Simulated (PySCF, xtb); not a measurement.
C3H4O2Si, SMILES O=C1C=C[SiH2]O1.

Harmonic wavenumbers (cm⁻¹) from GFN2-xTB run with xtb at its own minimum, in rising order: 137, 261, 450, 471, 478, 572, 603, 636, 637, 750, 782, 822, 825, 910, 942, 1044, 1126, 1253, 1610, 1787, 2336, 2344, 3098, 3113.

Question: What does PBE0-D3(BJ)/def2-SVP (PySCF) give at its own minimum? (The exact figures need the calculation; the answer reports its results.)

Answer: 153, 267, 468, 512, 566, 611, 672, 710, 739, 791, 849, 882, 963, 975, 1016, 1064, 1239, 1321, 1648, 1916, 2272, 2274, 3217, 3240. Paired by order, the mean absolute difference is 68 cm⁻¹ and the zero-point energies are 38.6 and 40.6 kcal/mol.
